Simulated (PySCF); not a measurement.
Cl2OTi, SMILES [O]=[Ti]([Cl])[Cl] (connectivity only; charge and spin as stated), charge +1, multiplicity 2. Atoms are numbered in the order given.

```xyz
4

Ti    -0.8161     0.4190     0.0000
Cl     0.9584    -0.0985     1.3413
Cl     0.9584    -0.0985    -1.3413
O     -1.8290    -0.7335     0.0000
```
Charge +1, spin multiplicity 2.

Geometry: ωB97X-D3(BJ)/def2-SVP. The spin state was assumed, not searched. The isomer is the one that the SMILES or the coordinates give; other isomers of the formula were not compared.

These are TDA-PBE/def2-SVPD (PySCF) values and carry that method's errors.

Vertical excitations. The molecule is in vacuum.

```
state    energy (eV)  λ (nm)      f                                                                                                          main pairs
-------  -----------  ------  -----  ------------------------------------------------------------------------------------------------------------------
root 1          1.03    1203  0.000                                                                                                   β HOMO→LUMO 100 %
root 2          1.62     767  0.001                                                                                                  β HOMO−1→LUMO 97 %
root 3          2.43     511  0.001                                                                                                  β HOMO−3→LUMO 99 %
root 4          2.44     508  0.003                                                             α HOMO→LUMO 6 %, β HOMO−2→LUMO 80 %, β HOMO−4→LUMO 12 %
root 5          2.68     462  0.003                                                                                α HOMO→LUMO 62 %, β HOMO−4→LUMO 35 %
root 6          2.78     446  0.000                                                                                                  β HOMO→LUMO+1 89 %
root 7          2.89     429  0.000                                                                                                  β HOMO−5→LUMO 81 %
root 8          2.97     418  0.002                                                             α HOMO−1→LUMO 64 %, α HOMO→LUMO 16 %, β HOMO−4→LUMO 9 %
root 9          2.97     418  0.000                                                                                                  β HOMO−6→LUMO 99 %
root 10         3.13     396  0.005  α HOMO−1→LUMO 27 %, α HOMO→LUMO 6 %, β HOMO−7→LUMO 28 %, β HOMO−4→LUMO 15 %, β HOMO−5→LUMO 11 %, β HOMO−2→LUMO 5 %
```
Unrestricted roots are not spin-pure.
